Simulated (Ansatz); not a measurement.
## Nudged elastic band run: C₃H₈BN

Input:

```yaml
crystal:
  periodic: [false, false, false]
  atoms:
    - { symbol: B, position_ang: [-1.977494, 0.347295, -0.358093] }
    - { symbol: "N", position_ang: [-0.844976, 0.517701, 0.448099] }
    - { symbol: C, position_ang: [0.471972, 0.040591, 0.29159] }
    - { symbol: C, position_ang: [1.415666, 0.329099, 1.204648] }
    - { symbol: C, position_ang: [0.750475, -0.790148, -0.927738] }
    - { symbol: H, position_ang: [-3.004324, 0.866808, 0.002851] }
    - { symbol: H, position_ang: [-1.920777, -0.295643, -1.373012] }
    - { symbol: H, position_ang: [-0.953369, 1.070894, 1.294105] }
    - { symbol: H, position_ang: [1.192643, 0.935875, 2.087118] }
    - { symbol: H, position_ang: [2.436328, -0.036589, 1.089834] }
    - { symbol: H, position_ang: [1.802873, -1.101942, -0.944157] }
    - { symbol: H, position_ang: [0.116016, -1.691002, -0.949725] }
    - { symbol: H, position_ang: [0.535468, -0.227639, -1.850722] }
basis:
  gaussian: { orbitals: def2-SVP }
hamiltonian:
  xc: b3lyp
  dispersion: d4
neb:
  order_check: false
  images: 5
  f_tol: 0.05
  max_iterations: 60
  final_atoms:
    - { symbol: B, position_ang: [-2.41036101, 0.03707095, -0.02635193] }
    - { symbol: "N", position_ang: [-1.05272154, 0.01571563, -0.01251697] }
    - { symbol: C, position_ang: [0.20190103, -0.0049487, 0.00243576] }
    - { symbol: C, position_ang: [0.99449556, 0.54802694, 1.16641216] }
    - { symbol: C, position_ang: [1.00342992, -0.58572207, -1.14170746] }
    - { symbol: H, position_ang: [-2.98423453, 0.99212662, -0.4993636] }
    - { symbol: H, position_ang: [-3.02272323, -0.89978379, 0.43481254] }
    - { symbol: H, position_ang: [1.68795803, 1.33284101, 0.820005] }
    - { symbol: H, position_ang: [0.32850287, 0.96572488, 1.93230166] }
    - { symbol: H, position_ang: [1.61203411, -0.24684638, 1.61816992] }
    - { symbol: H, position_ang: [1.65602165, -1.39763556, -0.77859154] }
    - { symbol: H, position_ang: [0.34257871, -0.97623148, -1.92618633] }
    - { symbol: H, position_ang: [1.66361942, 0.18496195, -1.5746212] }
  initial_path:
    images:
      - { positions_ang: [[-1.977494, 0.347295, -0.358093], [-0.844976, 0.517701, 0.448099], [0.471972, 0.040591, 0.29159], [1.415666, 0.329099, 1.204648], [0.750475, -0.790148, -0.927738], [-3.004324, 0.866808, 0.002851], [-1.920777, -0.295643, -1.373012], [-0.953369, 1.070894, 1.294105], [1.192643, 0.935875, 2.087118], [2.436328, -0.036589, 1.089834], [1.802873, -1.101942, -0.944157], [0.116016, -1.691002, -0.949725], [0.535468, -0.227639, -1.850722]] }
      - { positions_ang: [[-2.02010872, 0.31436987, -0.3671046], [-0.89507959, 0.51966563, 0.48699629], [0.42078213, 0.04491079, 0.30538616], [1.39910415, 0.32942049, 1.22227439], [0.73688877, -0.77325518, -0.92067859], [-3.07837473, 0.82251726, -0.04397607], [-1.94081418, -0.29932853, -1.38116199], [-0.56047975, 1.0537481, 1.17625587], [1.14755118, 0.92237098, 2.12328057], [2.39560149, -0.03171681, 1.11110522], [1.79156452, -1.07612128, -0.92468938], [0.11621769, -1.67800777, -0.93670187], [0.50764805, -0.18327356, -1.836188]] }
      - { positions_ang: [[-2.06272345, 0.28144474, -0.3761162], [-0.94518318, 0.52163026, 0.52589359], [0.36959225, 0.04923059, 0.31918232], [1.38254231, 0.32974199, 1.23990077], [0.72330254, -0.75636236, -0.91361917], [-3.15242546, 0.77822652, -0.09080314], [-1.96085136, -0.30301407, -1.38931198], [-0.16759051, 1.0366022, 1.05840674], [1.10245937, 0.90886695, 2.15944314], [2.35487497, -0.02684462, 1.13237644], [1.78025604, -1.05030055, -0.90522176], [0.11641937, -1.66501353, -0.92367873], [0.4798281, -0.13890811, -1.82165399]] }
      - { positions_ang: [[-2.10533817, 0.24851961, -0.38512781], [-0.99528677, 0.52359488, 0.56479088], [0.31840238, 0.05355038, 0.33297847], [1.36598046, 0.33006348, 1.25752716], [0.70971631, -0.73946954, -0.90655976], [-3.22647619, 0.73393578, -0.13763021], [-1.98088854, -0.3066996, -1.39746197], [0.22529874, 1.0194563, 0.94055761], [1.05736755, 0.89536293, 2.1956057], [2.31414846, -0.02197242, 1.15364766], [1.76894756, -1.02447983, -0.88575414], [0.11662106, -1.6520193, -0.9106556], [0.45200814, -0.09454267, -1.80711999]] }
      - { positions_ang: [[-2.20701245, 0.17803672, -0.26553585], [-1.01443169, 0.3543018, 0.37235493], [0.2795686, 0.03405069, 0.22279757], [1.24215216, 0.40271797, 1.22715549], [0.80762085, -0.68822038, -0.98494233], [-3.14572897, 0.81999939, -0.25820801], [-2.32816677, -0.50439433, -0.7867038], [0.71285184, 1.12391787, 0.9003734], [0.81441266, 0.91881691, 2.10783769], [2.08011034, -0.09693041, 1.30848841], [1.73130559, -1.14886507, -0.85003327], [0.19194028, -1.42675669, -1.24916584], [0.85587857, -0.00137447, -1.72962039]] }
      - { positions_ang: [[-2.30868673, 0.10755383, -0.14594389], [-1.03357661, 0.18500872, 0.17991898], [0.24073482, 0.01455099, 0.11261666], [1.11832386, 0.47537245, 1.19678383], [0.90552539, -0.63697123, -1.0633249], [-3.06498175, 0.906063, -0.3787858], [-2.675445, -0.70208906, -0.17594563], [1.20040493, 1.22837944, 0.8601892], [0.57145777, 0.94227089, 2.02006967], [1.84607222, -0.17188839, 1.46332916], [1.69366362, -1.27325031, -0.81431241], [0.2672595, -1.20149409, -1.58767609], [1.259749, 0.09179374, -1.6521208]] }
      - { positions_ang: [[-2.41036101, 0.03707095, -0.02635193], [-1.05272154, 0.01571563, -0.01251697], [0.20190103, -0.0049487, 0.00243576], [0.99449556, 0.54802694, 1.16641216], [1.00342992, -0.58572207, -1.14170746], [-2.98423453, 0.99212662, -0.4993636], [-3.02272323, -0.89978379, 0.43481254], [1.68795803, 1.33284101, 0.820005], [0.32850287, 0.96572488, 1.93230166], [1.61203411, -0.24684638, 1.61816992], [1.65602165, -1.39763556, -0.77859154], [0.34257871, -0.97623148, -1.92618633], [1.66361942, 0.18496195, -1.5746212]] }
```

Launched with:

```bash
$ ansatz run input.yaml --threads 2 --pin off --max-ram 3072MiB --backend cpu --events-out ev --progress --plain --runs-dir out
```

Output, in part (warnings, iteration lines, the closing report on the highest movable image, with atoms numbered from 0):

```
NEB end point (image 0): max|allowed force component| = 3.365e-3 eV/Å (the criterion of neb.relax_end_points is 1.000e-2)
NEB end point (image 6): max|allowed force component| = 3.676e-3 eV/Å (the criterion of neb.relax_end_points is 1.000e-2)
NEB iter   1: max|band force component| = 1.824e1 eV/Å  barrier→ = 8.0717 eV  barrier← = 8.0577 eV  Δτ_max = 0.2000 Å  (190 SCF iters)
NEB iter   2: max|band force component| = 4.115e0 eV/Å  barrier→ = 4.2328 eV  barrier← = 4.2188 eV  Δτ_max = 0.1926 Å  (151 SCF iters)
NEB iter   3: max|band force component| = 2.048e0 eV/Å  barrier→ = 3.9387 eV  barrier← = 3.9247 eV  Δτ_max = 0.2000 Å  (149 SCF iters)
NEB iter   4: max|band force component| = 1.928e0 eV/Å  barrier→ = 3.6259 eV  barrier← = 3.6119 eV  Δτ_max = 0.1965 Å  (151 SCF iters)
NEB iter   5: max|band force component| = 2.057e0 eV/Å  barrier→ = 2.7147 eV  barrier← = 2.7007 eV  Δτ_max = 0.0995 Å  (152 SCF iters)
NEB iter   6: max|band force component| = 1.920e0 eV/Å  barrier→ = 2.1323 eV  barrier← = 2.1182 eV  Δτ_max = 0.0996 Å  (149 SCF iters)
NEB iter   7: max|band force component| = 1.383e0 eV/Å  barrier→ = 1.9960 eV  barrier← = 1.9819 eV  Δτ_max = 0.1994 Å  (151 SCF iters)
NEB iter   8: max|band force component| = 6.161e-1 eV/Å  barrier→ = 1.7779 eV  barrier← = 1.7639 eV  Δτ_max = 0.2000 Å  (148 SCF iters)
NEB iter   9: max|band force component| = 1.068e0 eV/Å  barrier→ = 1.4743 eV  barrier← = 1.4603 eV  Δτ_max = 0.1000 Å  (149 SCF iters)
NEB iter  10: max|band force component| = 6.849e-1 eV/Å  barrier→ = 1.4440 eV  barrier← = 1.4300 eV  Δτ_max = 0.1006 Å  (144 SCF iters)
NEB iter  11: max|band force component| = 2.741e0 eV/Å  barrier→ = 1.3967 eV  barrier← = 1.3827 eV  CI = image 3  Δτ_max = 0.1000 Å  (150 SCF iters)
NEB iter  12: max|band force component| = 2.864e0 eV/Å  barrier→ = 1.4979 eV  barrier← = 1.4839 eV  CI = image 3  Δτ_max = 0.1997 Å  (150 SCF iters)
NEB iter  13: max|band force component| = 2.434e0 eV/Å  barrier→ = 1.6991 eV  barrier← = 1.6851 eV  CI = image 3  Δτ_max = 0.1997 Å  (146 SCF iters)
NEB iter  14: max|band force component| = 2.712e0 eV/Å  barrier→ = 2.2523 eV  barrier← = 2.2382 eV  CI = image 3  Δτ_max = 0.1981 Å  (147 SCF iters)
NEB iter  15: max|band force component| = 2.575e0 eV/Å  barrier→ = 2.2989 eV  barrier← = 2.2849 eV  CI = image 3  Δτ_max = 0.1996 Å  (147 SCF iters)
NEB iter  16: max|band force component| = 2.660e0 eV/Å  barrier→ = 2.6488 eV  barrier← = 2.6347 eV  CI = image 3  Δτ_max = 0.1986 Å  (147 SCF iters)
NEB iter  17: max|band force component| = 2.818e0 eV/Å  barrier→ = 2.8869 eV  barrier← = 2.8728 eV  CI = image 3  Δτ_max = 0.1987 Å  (148 SCF iters)
NEB iter  18: max|band force component| = 2.763e0 eV/Å  barrier→ = 3.0852 eV  barrier← = 3.0712 eV  CI = image 3  Δτ_max = 0.1992 Å  (150 SCF iters)
NEB iter  19: max|band force component| = 2.357e0 eV/Å  barrier→ = 3.1873 eV  barrier← = 3.1732 eV  CI = image 3  Δτ_max = 0.1983 Å  (150 SCF iters)
NEB iter  20: max|band force component| = 1.681e0 eV/Å  barrier→ = 3.1389 eV  barrier← = 3.1249 eV  CI = image 3  Δτ_max = 0.1975 Å  (148 SCF iters)
NEB iter  21: max|band force component| = 1.049e0 eV/Å  barrier→ = 3.1830 eV  barrier← = 3.1690 eV  CI = image 3  Δτ_max = 0.2000 Å  (149 SCF iters)
NEB iter  22: max|band force component| = 5.836e-1 eV/Å  barrier→ = 3.1741 eV  barrier← = 3.1601 eV  CI = image 3  Δτ_max = 0.1265 Å  (150 SCF iters)
NEB iter  23: max|band force component| = 4.592e-1 eV/Å  barrier→ = 3.1368 eV  barrier← = 3.1228 eV  CI = image 3  Δτ_max = 0.1985 Å  (151 SCF iters)
NEB iter  24: max|band force component| = 3.208e-1 eV/Å  barrier→ = 3.0934 eV  barrier← = 3.0794 eV  CI = image 3  Δτ_max = 0.1556 Å  (145 SCF iters)
NEB iter  25: max|band force component| = 3.642e-1 eV/Å  barrier→ = 3.0842 eV  barrier← = 3.0702 eV  CI = image 3  Δτ_max = 0.0779 Å  (149 SCF iters)
NEB iter  26: max|band force component| = 2.664e-1 eV/Å  barrier→ = 3.0740 eV  barrier← = 3.0600 eV  CI = image 3  Δτ_max = 0.0784 Å  (152 SCF iters)
NEB iter  27: max|band force component| = 2.550e-1 eV/Å  barrier→ = 3.0647 eV  barrier← = 3.0507 eV  CI = image 3  Δτ_max = 0.0391 Å  (151 SCF iters)
NEB iter  28: max|band force component| = 1.912e-1 eV/Å  barrier→ = 3.0615 eV  barrier← = 3.0475 eV  CI = image 3  Δτ_max = 0.0391 Å  (154 SCF iters)
NEB iter  29: max|band force component| = 1.471e-1 eV/Å  barrier→ = 3.0635 eV  barrier← = 3.0495 eV  CI = image 3  Δτ_max = 0.0391 Å  (153 SCF iters)
NEB iter  30: max|band force component| = 1.619e-1 eV/Å  barrier→ = 3.0617 eV  barrier← = 3.0477 eV  CI = image 3  Δτ_max = 0.0391 Å  (154 SCF iters)
NEB iter  31: max|band force component| = 1.602e-1 eV/Å  barrier→ = 3.0595 eV  barrier← = 3.0455 eV  CI = image 3  Δτ_max = 0.0782 Å  (156 SCF iters)
NEB iter  32: max|band force component| = 1.693e-1 eV/Å  barrier→ = 3.0561 eV  barrier← = 3.0421 eV  CI = image 3  Δτ_max = 0.0781 Å  (151 SCF iters)
NEB iter  33: max|band force component| = 1.694e-1 eV/Å  barrier→ = 3.0538 eV  barrier← = 3.0398 eV  CI = image 3  Δτ_max = 0.0782 Å  (152 SCF iters)
NEB iter  34: max|band force component| = 1.861e-1 eV/Å  barrier→ = 3.0535 eV  barrier← = 3.0395 eV  CI = image 3  Δτ_max = 0.0391 Å  (152 SCF iters)
NEB iter  35: max|band force component| = 1.322e-1 eV/Å  barrier→ = 3.0516 eV  barrier← = 3.0375 eV  CI = image 3  Δτ_max = 0.0391 Å  (153 SCF iters)
NEB iter  36: max|band force component| = 1.438e-1 eV/Å  barrier→ = 3.0513 eV  barrier← = 3.0373 eV  CI = image 3  Δτ_max = 0.0391 Å  (132 SCF iters)
NEB iter  37: max|band force component| = 1.004e-1 eV/Å  barrier→ = 3.0511 eV  barrier← = 3.0371 eV  CI = image 3  Δτ_max = 0.0391 Å  (133 SCF iters)
NEB iter  38: max|band force component| = 8.257e-2 eV/Å  barrier→ = 3.0511 eV  barrier← = 3.0370 eV  CI = image 3  Δτ_max = 0.0391 Å  (131 SCF iters)
NEB iter  39: max|band force component| = 6.008e-2 eV/Å  barrier→ = 3.0511 eV  barrier← = 3.0371 eV  CI = image 3  Δτ_max = 0.0391 Å  (129 SCF iters)
NEB iter  40: max|band force component| = 5.021e-2 eV/Å  barrier→ = 3.0511 eV  barrier← = 3.0371 eV  CI = image 3  Δτ_max = 0.0391 Å  (130 SCF iters)
NEB iter  41: max|band force component| = 5.222e-2 eV/Å  barrier→ = 3.0511 eV  barrier← = 3.0370 eV  CI = image 3  Δτ_max = 0.0391 Å  (128 SCF iters)
NEB iter  42: max|band force component| = 5.880e-2 eV/Å  barrier→ = 3.0511 eV  barrier← = 3.0370 eV  CI = image 3  Δτ_max = 0.0195 Å  (123 SCF iters)
NEB iter  43: max|band force component| = 8.436e-2 eV/Å  barrier→ = 3.0510 eV  barrier← = 3.0370 eV  CI = image 3  Δτ_max = 0.0098 Å  (128 SCF iters)
NEB iter  44: max|band force component| = 5.015e-2 eV/Å  barrier→ = 3.0510 eV  barrier← = 3.0370 eV  CI = image 3  Δτ_max = 0.0195 Å  (107 SCF iters)
NEB iter  45: max|band force component| = 4.763e-2 eV/Å  barrier→ = 3.0510 eV  barrier← = 3.0370 eV  CI = image 3  Δτ_max = 0.0000 Å  (261 SCF iters)
Total energy: -5401.87876266 eV, -198.5153830027 hartree
Atom 0 at    -2.038009     0.514479    -0.400953 Å, force    -0.001529     0.002449    -0.001088 eV/Å
Atom 1 at    -0.841073     0.507893     0.331498 Å, force     0.001956     0.000228     0.001190 eV/Å
Atom 2 at     0.369712    -0.017835     0.173471 Å, force    -0.000812    -0.000707    -0.000499 eV/Å
Atom 3 at     1.187790     0.511990     1.223359 Å, force     0.000006     0.000092     0.000566 eV/Å
Atom 4 at     0.759440    -0.965628    -0.912356 Å, force     0.000209     0.000677    -0.000289 eV/Å
Atom 5 at    -3.072015     0.809764     0.146397 Å, force     0.000379    -0.000596    -0.000654 eV/Å
Atom 6 at    -2.009526     0.279529    -1.591504 Å, force    -0.000532    -0.001400     0.000434 eV/Å
Atom 7 at    -0.083568     1.239184     1.237537 Å, force    -0.000224    -0.000695     0.000499 eV/Å
Atom 8 at     0.883152     0.172390     2.223361 Å, force     0.000146     0.000190    -0.000088 eV/Å
Atom 9 at     2.276732     0.597789     1.115105 Å, force     0.000296     0.000039    -0.000186 eV/Å
Atom 10 at     1.839923    -0.899369    -1.104511 Å, force    -0.000122    -0.000021    -0.000098 eV/Å
Atom 11 at     0.551444    -1.999728    -0.586528 Å, force     0.000033    -0.000179     0.000111 eV/Å
Atom 12 at     0.196499    -0.785158    -1.840078 Å, force     0.000193    -0.000078     0.000103 eV/Å
Dipole moment:     0.395553    -0.309029    -0.042866 e Å
```

The forces met the threshold. The profile has 2 maxima (images 3, 5) with wells between them (image 4): this band takes more than one step, which may be the mechanism or a detour left from its start path. Neighbouring images differ by up to 3.0 eV, so the band resolves the path poorly. A vibrational analysis at the climbing image gives one clearly imaginary mode, 2016i cm⁻¹: a first-order saddle point. The orbitals stay closed-shell, which can raise the energy where a bond breaks towards radicals; this wasn't checked here.

Final band (atoms are numbered from 1 in the order of the input):

```json
{"image": "0", "path coordinate (Å)": "0.00", "energy (eV)": "0.00", "N2–H8 (Å)": "1.02", "C4–H8 (Å)": "2.48"}
{"image": "1", "path coordinate (Å)": "0.75", "energy (eV)": "0.07", "N2–H8 (Å)": "1.02", "C4–H8 (Å)": "2.42"}
{"image": "2", "path coordinate (Å)": "1.50", "energy (eV)": "0.84", "N2–H8 (Å)": "1.03", "C4–H8 (Å)": "2.10"}
{"image": "3", "path coordinate (Å)": "2.25", "energy (eV)": "3.05", "N2–H8 (Å)": "1.39", "C4–H8 (Å)": "1.46"}
{"image": "4", "path coordinate (Å)": "5.33", "energy (eV)": "0.06", "N2–H8 (Å)": "2.58", "C4–H8 (Å)": "1.10"}
{"image": "5", "path coordinate (Å)": "8.41", "energy (eV)": "0.08", "N2–H8 (Å)": "2.58", "C4–H8 (Å)": "1.10"}
{"image": "6", "path coordinate (Å)": "11.50", "energy (eV)": "0.01", "N2–H8 (Å)": "3.15", "C4–H8 (Å)": "1.10"}
```

The run took 18 min on 2 threads of Arm Neoverse N1, on a shared host, peak memory 0.27 GiB.
